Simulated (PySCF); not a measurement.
A structure optimised at PBE-D3(BJ)/def2-SVP, used in a PySCF frequency run:

```xyz
12

Al    -0.9549     0.1274     0.3389
As     1.3537    -0.1466    -0.4706
H      0.8329    -0.6592    -1.8275
H      1.4119    -1.5689     0.1201
C     -1.4248    -0.4885     2.1511
H     -1.8885    -1.4988     2.0931
H     -2.1712     0.1747     2.6374
H     -0.5468    -0.5792     2.8229
C     -2.2774     1.0690    -0.7778
H     -3.2669     0.5645    -0.7437
H     -1.9776     1.1703    -1.8402
H     -2.4389     2.0959    -0.3798
```
Charge 0, spin multiplicity 1.

Task: Write its SMILES and formula.

Result: [CH3][Al]([CH3])[AsH2], C2H8AlAs

Task: What are its rotational constants (standard atomic weights)?

Result: 4.8157, 1.5929, 1.2286 GHz
